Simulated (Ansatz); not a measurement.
C₄H₈Ge⁺, that is Ge(vinyl)2H2 with one electron fewer. The state is a doublet with charge 1. Geometry PBE-D4/def2-SVP, that of the neutral singlet; atoms count from 1.

Cartesian coordinates in Å:
```
Ge 0.2210 0.1136 -0.7711
C -1.3722 -0.8661 -0.2014
C -2.6237 -0.5000 -0.5353
H -1.2247 -1.7536 0.4413
H -2.8228 0.3795 -1.1726
H -3.5103 -1.0609 -0.1904
C 1.2056 0.7791 0.7813
C 2.4734 0.4234 1.0606
H 0.6772 1.4685 1.4655
H 3.0424 -0.2637 0.4098
H 3.0056 0.8016 1.9512
H -0.2575 1.2888 -1.6708
H 1.1859 -0.8102 -1.5680
```

Estimate the Mulliken populations from the PBE0/def2-TZVP orbitals of Ansatz.


```tsv
atom	charge (e)	spin (α − β)
Ge1	0.16	-0.02
C2	-0.17	0.21
C3	-0.13	0.28
H4	0.20	0.00
H5	0.20	-0.01
H6	0.21	0.00
C7	-0.17	0.21
C8	-0.13	0.28
H9	0.20	0.00
H10	0.20	-0.01
H11	0.21	0.00
H12	0.11	0.03
H13	0.11	0.03
```
Mulliken values depend strongly on the basis.

Where does the spin sit?

Summed by element: Ge -0.02, C 0.98, H 0.04, of 1 unpaired in all. Largest on single atoms: C8 0.28, C3 0.28, C7 0.21.

And the Mayer bond orders between heavy atoms (over 0.3)?

Ge1–C2 0.87 (1.96 Å); Ge1–C7 0.87 (1.96 Å); C2–C3 1.64 (1.35 Å); C7–C8 1.64 (1.35 Å).
